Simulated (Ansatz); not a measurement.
Reaction (ligand exchange at the Si–C bond): `OC[SiH](F)S` + H₂S → `F[SiH](S)S` + CH₃OH

Calculated with Ansatz (gas phase, PBE0-D4/def2-TZVP geometries, no zero-point term in ΔE). CCSD(T)/CBS adds triple-zeta CCSD(T) − MP2 to the extrapolated MP2 energy (def2 sets, frozen cores). This one scheme is used for every species. Functionals use def2-TZVPP. B3LYP here is the variant with VWN-RPA as its local correlation; programs differ in this. Each species was taken in one conformer, which may not be the lowest.

| species | B3LYP energy (Eh) |
| --- | --- |
| `OC[SiH](F)S` | -904.11568 |
| H₂S | -399.42676 |
| `F[SiH](S)S` | -1187.79002 |
| CH₃OH | -115.77851 |

Q: Work out ΔE.

A: ΔE = (-1187.79002) + (-115.77851) − (-904.11568) − (-399.42676) = -0.02609 Eh = -16.4 kcal/mol. CCSD(T)/CBS gives -16.5 kcal/mol.

Largest T1 diagnostic among the species: 0.012.

In def2-TZVPP, CCSD(T) changes the Hartree–Fock value by +2.2 kcal/mol (the triples alone add +0.1 kcal/mol) and MP2 by +0.9 kcal/mol.
